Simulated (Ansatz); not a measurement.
`C[Si@@H](O)O[Si@H](O)Cl` and `C[SiH](O)[O][GeH2][OH]` differ in one atom or group.

Ansatz, PBE0-D4/def2-TZVP geometries, multiplicity 1. Each molecule was computed in one conformer, which needn't be the lowest.

Scalar relativity is left out up to krypton.

```
                             property  `C[Si@@H](O)O[Si@H](O)Cl`
   HOMO energy (PBE0/def2-TZVPP) / eV                      -8.73
    LUMO energy (PBE/def2-TZVPP) / eV                      -0.45
HOMO–LUMO gap (B3LYP/def2-TZVPP) / eV                       8.60
HOMO energy (ωB97M-V/def2-TZVPP) / eV                     -11.03
  HOMO–LUMO gap (PBE/def2-TZVPP) / eV                       6.80
   LUMO energy (PBE0/def2-TZVPP) / eV                       0.43
```

**Question.** What does the change do to each property? (Estimate.)

**Answer.** Ansatz gave: 
```tsv
property	`C[SiH](O)[O][GeH2][OH]`	shift
HOMO energy (PBE0/def2-TZVPP) / eV	-8.31	0.42
LUMO energy (PBE/def2-TZVPP) / eV	-0.45	0.00
HOMO–LUMO gap (B3LYP/def2-TZVPP) / eV	8.19	-0.41
HOMO energy (ωB97M-V/def2-TZVPP) / eV	-10.59	0.44
HOMO–LUMO gap (PBE/def2-TZVPP) / eV	6.42	-0.38
LUMO energy (PBE0/def2-TZVPP) / eV	0.42	-0.01
```

B3LYP here is the variant with VWN-RPA as its local correlation; programs differ in this.
